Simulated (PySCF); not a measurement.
H5N2NbOS, SMILES [S]=[Nb]([NH2])([NH2])[OH], multiplicity 1.

Coordinates come from a B3LYP-D3(BJ)/def2-SVP optimisation. The spin state was assumed, not searched. The structure was generated by enumeration; whether it is a known compound was not checked. The def2 effective core potentials stand for the cores of Nb; spin–orbit coupling is left out. Other conformers were not sampled.

These are TDDFT-CAM-B3LYP/def2-SVPD run with PySCF values and carry that method's errors.

Vertical excitations. Isolated molecule, no solvent. State labels are in the subgroup Cs.

```
state  symmetry  energy (eV)  λ (nm)      f                                                                 main pairs
-----  --------  -----------  ------  -----  -------------------------------------------------------------------------
S1           A"         4.04     307  0.000                                         HOMO→LUMO 85 %, HOMO−1→LUMO+1 13 %
S2           A'         4.34     285  0.001                                         HOMO−1→LUMO 56 %, HOMO→LUMO+1 41 %
S3           A"         4.42     280  0.001                                         HOMO−1→LUMO+1 82 %, HOMO→LUMO 14 %
S4           A'         4.64     267  0.010                                                           HOMO−2→LUMO 93 %
S5           A"         4.92     252  0.000                                       HOMO−3→LUMO 82 %, HOMO−2→LUMO+1 14 %
S6           A"         4.98     249  0.028                                       HOMO−2→LUMO+1 66 %, HOMO−4→LUMO 17 %
S7           A'         5.09     244  0.026  HOMO−3→LUMO+1 33 %, HOMO→LUMO+1 30 %, HOMO−1→LUMO 18 %, HOMO−3→LUMO+2 5 %
S8           A"         5.23     237  0.002                                     HOMO−1→LUMO+2 63 %, HOMO−1→LUMO+3 33 %
S9           A'         5.24     237  0.011                     HOMO−3→LUMO+1 36 %, HOMO→LUMO+2 29 %, HOMO→LUMO+3 16 %
S10          A'         5.34     232  0.027    HOMO→LUMO+2 30 %, HOMO−3→LUMO+1 19 %, HOMO→LUMO+3 16 %, HOMO→LUMO+1 8 %
T1           A'         3.49     356      0                                                           HOMO−1→LUMO 83 %
T2           A"         3.75     331      0                                         HOMO→LUMO 78 %, HOMO−1→LUMO+1 17 %
T3           A'         3.87     320      0                                         HOMO→LUMO+1 81 %, HOMO−1→LUMO 12 %
T4           A"         4.16     298      0                                         HOMO−1→LUMO+1 79 %, HOMO→LUMO 18 %
```
Triplets are in the Tamm–Dancoff approximation, which puts them higher than full response would, so one can lie above its singlet here.
